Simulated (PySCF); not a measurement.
Effect of structural changes

Theory: PySCF 2.14.0, TDDFT BHandHLYP/def2-SVPD circular dichroism and optical rotation, one conformer, gas phase. Geometry: GFN2-xTB.

Each molecule in one low-energy conformer. The parent is FC(F)[C@@H]1OC[C@@H]1F.

The molecule is flexible and this is one conformer; a measurement averages over conformers.

(1) How does the specific rotation at 589.3 nm (origin-invariant length gauge) change along this series?
- FC(F)[C@@H]1OC[C@@H]1F (base)
- FC(F)[C@H]1OC[C@@H]1F (diastereomer)

## Answers

(1) 
| molecule | [α]589 (deg dm⁻¹ (g/mL)⁻¹) | S1 (eV) | R(S1), velocity form (10⁻⁴⁰ esu² cm²) |
| --- | --- | --- | --- |
| FC(F)[C@@H]1OC[C@@H]1F | +5.2 | 7.85 | +1.6 |
| FC(F)[C@H]1OC[C@@H]1F | -43.9 | 7.93 | -4.4 |

The specific rotation at 589.3 nm (origin-invariant length gauge) is lowest for FC(F)[C@H]1OC[C@@H]1F and highest for FC(F)[C@@H]1OC[C@@H]1F.
